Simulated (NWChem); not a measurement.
## Correlation energy of CHO2

```xyz
4

O     -0.9453     0.6808     0.0000
C     -0.3055    -0.3133     0.0000
O      0.9944    -0.4930     0.0000
H      1.4398     0.3772     0.0000
```
Charge 0, spin multiplicity 2.

Everything below was run with NWChem. The geometry was optimised at UPBE0/def2-SVP, a minimum by its harmonic frequencies. It is one conformer; others weren't searched.

Basis set: cc-pVDZ. Each correlation energy counts from its own Hartree-Fock reference.

The correlated methods keep 3 core orbitals frozen. The structure started from a generated list of species. The unpaired electrons of the parent sit in orbitals of symmetry a' (Cs labels of the run); other states weren't searched. The stability of the SCF solutions was not checked. Open-shell Hartree-Fock references start from PBE0 orbitals. Coupled-cluster values serve here as a point of comparison, not as the truth.

```
method           correlation energy (mHa)
---------------  ------------------------
CCSD(T) on UHF                          …
CCSD[T] on ROHF                    -506.3
SCS-UMP2                           -454.9
CCSD on UHF                             …
CCSD(T) on ROHF                         …
URI-MP2                            -473.9
CCSD on ROHF                       -488.1
CCSD[T] on UHF                          …
UMP2                               -473.8
```

Complete the blanks.


- CCSD(T) on UHF, correlation energy (mHa): -499.4
- CCSD on UHF, correlation energy (mHa): -484.1
- CCSD(T) on ROHF, correlation energy (mHa): -504.0
- CCSD[T] on UHF, correlation energy (mHa): -501.4
